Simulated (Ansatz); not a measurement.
The same ligand exchange along the group Mg, Zn, Cd.

Gas-phase electronic energies from Ansatz, PBE0-D4/def2-TZVP geometries. CBS: MP2 limit from def2 TZ/QZ plus the TZ coupled-cluster correction, frozen cores. This one scheme is used for every species. Functionals use def2-TZVPP. def2 core potentials past Kr. For Cd, Mg, Zn outer-core shells are correlated without core-valence functions, which leaves a few kJ/mol of doubt a bond. Scalar relativity is left out up to krypton. Each species was taken in one conformer, which may not be the lowest.

| reaction | revPBE-D4 (kcal/mol) | CCSD(T)/CBS(def2) (kcal/mol) |
| --- | --- | --- |
| `C[O][Mg][Cl]` + H–F → `[F][Mg][Cl]` + CH₃OH | -14.9 | -13.0 |
| `C[O][Zn][Cl]` + H–F → `[F][Zn][Cl]` + CH₃OH | -8.4 | -8.9 |
| `C[O][Cd][Cl]` + H–F → `[F][Cd][Cl]` + CH₃OH | -7.8 | -8.2 |

Largest T1 diagnostic: 0.016, for `[F][Zn][Cl]`.
